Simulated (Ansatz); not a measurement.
Mulliken charges of CH2FGaO (`O=[CH][GaH][F]`) from PBE/def2-TZVPP in Ansatz (PBE0-D4/def2-TZVP geometry).

```
atom   x (Å)   y (Å)   z (Å)  charge (e)
  O1   1.824   0.413  -0.824      -0.178
  C2   0.715  -0.048  -0.857       0.001
 Ga3  -0.501   0.079   0.764       0.457
  F4  -2.072  -0.667   0.485      -0.345
  H5   0.348  -0.550  -1.782       0.083
  H6  -0.272   0.709   2.168      -0.018
```

Question: By hand: the dipole of these point charges (1 e Å = 4.8032 D).

Answer: Σ q r = (0.196, 0.134, 0.141) e Å, of length 0.276 e Å = 1.33 D.

Question: How does the dipole of the full density compare? (Best estimate.)

Answer: The calculation gave: (0.058, 0.030, 0.014) e Å, 0.32 D; the point charges give 4.16 times that, at 20° from its direction.

Point charges leave out the atoms' own dipoles, such as those of lone pairs, and Mulliken's split depends on the basis, so the two needn't agree.
